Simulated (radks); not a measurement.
Values are calculated unless marked as measured or tabulated.
Task: The mean radii <r> (bohr) of the occupied orbitals of an atom or ion are listed with their occupations. Level of theory: scalar-relativistic Kohn-Sham, BLYP, spin-polarised, spherical densities, finite nucleus; Fermi nuclear charge, rms radius of each element as measured or else 0.836 A^(1/3) + 0.57 fm (a radial shooting solver on a logarithmic mesh with Libxc functionals).

| orbital | occ. | <r> |
|---|---|---|
| 1s down | 1 | 0.02001 |
| 1s up | 1 | 0.02001 |
| 2s up | 1 | 0.08488 |
| 2s down | 1 | 0.08488 |
| 2p up | 3 | 0.07540 |
| 2p down | 3 | 0.07540 |
| 3s up | 1 | 0.2210 |
| 3s down | 1 | 0.2209 |
| 3p up | 3 | 0.2203 |
| 3p down | 3 | 0.2202 |
| 3d up | 5 | 0.1999 |
| 3d down | 5 | 0.1997 |
| 4s up | 1 | 0.4955 |
| 4s down | 1 | 0.4957 |
| 4p up | 3 | 0.5243 |
| 4p down | 3 | 0.5247 |
| 4d up | 5 | 0.5609 |
| 4d down | 5 | 0.5618 |
| 5s up | 1 | 1.077 |
| 5s down | 1 | 1.083 |
| 4f up | 7 | 0.6386 |
| 4f down | 3 | 0.6435 |

Name the element and its charge. Open shells, if any, are filled with parallel spins first.

Result: Z = 69, thulium, charge +11: Tm11+ in [Kr] 4d10 4f10 5s2. The 1s radius gives Z: for a bare nucleus <r> = (2 gamma + 1)/(2Z) with gamma = sqrt(1 - (Z/c)^2), 0.01977 bohr for Z = 69, and screening makes it slightly larger (0.02001 here). The occupations add up to 58, and the charge is Z minus that.
